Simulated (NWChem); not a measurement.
System: Si2NH6 cation

NWChem input:

```
start job
memory heap 200 mb stack 900 mb global 1100 mb
charge 1
geometry units angstroms noautosym nocenter noautoz
  Si    -0.139598     1.592313     0.000301
  N      0.611492     0.122755    -0.000829
  Si    -0.113768    -1.561324    -0.001299
  H     -1.613729     1.610917     0.000310
  H      0.684151     2.816230     0.001418
  H      1.636075     0.141398    -0.001213
  H      0.362300    -2.212124    -1.245216
  H     -1.575197    -1.301118     0.009828
  H      0.380456    -2.219370     1.231628
end
basis spherical
  * library 6-31g*
end
dft
  xc hfexch
  iterations 150
end
property
  shielding
  efieldgrad
end
task dft property
```

NWChem printed, in part:

```
             Northwest Computational Chemistry Package (NWChem) 7.3.0
             --------------------------------------------------------

                             Geometry "geometry" -> ""
                             -------------------------

 Output coordinates in angstroms (scale by  1.889725989 to convert to a.u.)

  No.       Tag          Charge          X              Y              Z
 ---- ---------------- ---------- -------------- -------------- --------------
    1 Si                  14.0000    -0.13959800     1.59231300     0.00030100
    2 N                    7.0000     0.61149200     0.12275500    -0.00082900
    3 Si                  14.0000    -0.11376800    -1.56132400    -0.00129900
    4 H                    1.0000    -1.61372900     1.61091700     0.00031000
    5 H                    1.0000     0.68415100     2.81623000     0.00141800
    6 H                    1.0000     1.63607500     0.14139800    -0.00121300
    7 H                    1.0000     0.36230000    -2.21212400    -1.24521600
    8 H                    1.0000    -1.57519700    -1.30111800     0.00982800
    9 H                    1.0000     0.38045600    -2.21937000     1.23162800

 Effective nuclear repulsion energy (a.u.)     146.6347267046

  xc_inp: hfexch multiplicative factor not found.
                              NWChem Property Module
                              ----------------------

  itol2e modified to match energy
  convergence criterion.

                                 NWChem DFT Module
                                 -----------------

 Summary of "ao basis" -> "ao basis" (spherical)
 ------------------------------------------------------------------------------
       Tag                 Description            Shells   Functions and Types
 ---------------- ------------------------------  ------  ---------------------
 Si                          6-31g*                  8       18   4s3p1d
 N                           6-31g*                  6       14   3s2p1d
 H                           6-31g*                  2        2   2s

  itol2e modified to match energy
  convergence criterion.

[...]

          -----------------------------------------
          Chemical Shielding Tensors (GIAO, in ppm)
          -----------------------------------------

                                NWChem CPHF Module
                                ------------------

  scftype          =     RHF
  nclosed          =       20
  nopen            =        0
  variables        =      840
  # of vectors     =        3
  tolerance        = 0.10D-03
  level shift      = 0.00D+00
  max iterations   =       50
  max subspace     =       30

 SCF residual:    1.0334781963314732E-004

Iterative solution of linear equations
  No. of variables      840
  No. of equations        3
  Maximum subspace       30
        Iterations       50
       Convergence  1.0D-04

   iter   nsub   residual    time
   ----  ------  --------  ---------
     1      3    1.17D+00      16.7
     2      6    1.51D-01      18.0
     3      9    2.86D-02      19.4
     4     12    4.13D-03      20.8
     5     15    7.64D-04      21.9
     6     18    1.27D-04      23.4
     7     21    2.33D-05      25.1

      Atom:    1  Si
        Diamagnetic
    876.1250     -1.8996     -0.0031
     -1.8996    881.3604     -0.0006
     -0.0031     -0.0006    879.8023

        Paramagnetic
   -607.7129     -8.4220      0.0023
     -8.4220   -591.9442     -0.1926
      0.0023     -0.1926   -481.8028

        Total Shielding Tensor
    268.4121    -10.3216     -0.0008
    -10.3216    289.4162     -0.1932
     -0.0008     -0.1932    397.9995

           isotropic =     318.6093
          anisotropy =     119.0859

          Principal Components and Axis System
                 1           2           3
              397.9998    293.6389    264.1890

      1         0.0001     -0.3787      0.9255
      2        -0.0018      0.9255      0.3787
      3         1.0000      0.0017      0.0006

      Atom:    2  N
        Diamagnetic
    327.7054     -4.7756     -0.0109
     -4.7756    342.0289      0.0201
     -0.0109      0.0201    311.9486

        Paramagnetic
   -275.7674    -59.4186     -0.0035
    -59.4186   -178.1976     -0.0754
     -0.0035     -0.0754    -48.2808

        Total Shielding Tensor
     51.9380    -64.1942     -0.0144
    -64.1942    163.8313     -0.0553
     -0.0144     -0.0553    263.6678

           isotropic =     159.8124
          anisotropy =     155.7831

          Principal Components and Axis System
                 1           2           3
              263.6678    193.0370     22.7323

      1         0.0001     -0.4141      0.9102
      2        -0.0006      0.9102      0.4141
      3         1.0000      0.0006      0.0001

      Atom:    3  Si
        Diamagnetic
    875.4283      3.6815     -0.0047
      3.6815    885.1604      0.0039
     -0.0047      0.0039    873.0191

        Paramagnetic
   -420.3921     14.7532      0.0443
     14.7532   -407.0850     -0.1342
      0.0443     -0.1342   -405.5097

        Total Shielding Tensor
    455.0362     18.4347      0.0396
     18.4347    478.0754     -0.1304
      0.0396     -0.1304    467.5094

           isotropic =     466.8737
          anisotropy =      32.1307

          Principal Components and Axis System
                 1           2           3
              488.2941    467.5094    444.8174

      1         0.4848      0.0060      0.8746
      2         0.8746      0.0019     -0.4848
      3        -0.0046      1.0000     -0.0043

      Atom:    4  H
        Diamagnetic
     36.0613     -1.7797     -0.0023
     -1.7797     24.3126     -0.0008
     -0.0023     -0.0008     21.8279

[...]
```

Level: Hartree-Fock/6-31G* (spherical d), GIAO. Coordinates come from a PBE0/def2-SVP optimisation. NWChem prints the field gradient with the sign opposite to the second derivative of the potential. The printed shielding anisotropy is the first printed principal value minus the mean of the other two.
